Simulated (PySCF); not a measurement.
# Computed properties of Se(Cl)(NH2) (ClH₂NSe), SMILES Cl[Se]N

ClH2NSe, SMILES N[Se]Cl. Geometry: B3LYP-D3(BJ)/def2-TZVP. One conformer was computed; it need not be the lowest. All values are computed for the isolated molecule unless a solvent is named; none is compared with measurement here.

**Structure.** The optimised structure has Cs symmetry. All 9 harmonic modes at B3LYP-D3(BJ)/def2-TZVP (PySCF) are real, so it is a minimum. With heavy atoms numbered as in [Se:1]([Cl:2])[NH2:3], the shortest bond between them is Se1–N3 at 1.797 Å and the longest Se1–Cl2 at 2.238 Å.

**Vibrations.** The strongest infrared lines (harmonic, unscaled, degenerate partners summed) lie at 555 cm⁻¹ (225 km/mol, N 49 %, H 46 %), 356 cm⁻¹ (63 km/mol, Cl 65 %, Se 34 %), 3620 cm⁻¹ (40 km/mol, H 91 %, N 9 %). The softest mode is at 201 cm⁻¹ and the zero-point energy is 17.3 kcal/mol.

**Electronic structure.** PBE0/def2-TZVPD (PySCF) places the frontier levels at -6.83 and -2.03 eV, a gap of 4.80 eV, and gives a dipole moment of 2.30 D and a mean polarisability of 55.0 bohr³.

**Excitations.** TDDFT-ωB97X/def2-SVPD (PySCF) has S1 at 3.17 eV (391 nm, f = 0.001, dark); the most intense of the 10 singlets computed lies at 6.38 eV (f = 0.18). T1 (TDA) is at 2.46 eV. No vertical singlet excitation falls in the visible range (under 3.1 eV).

**NMR.** GIAO shifts at KT2/pcSseg-2 (PySCF) (non-relativistic, atoms alike by connectivity averaged): ¹H at 4.5 ppm against TMS. Without spin–orbit terms, shifts of atoms bonded to Cl or Br come out too high.
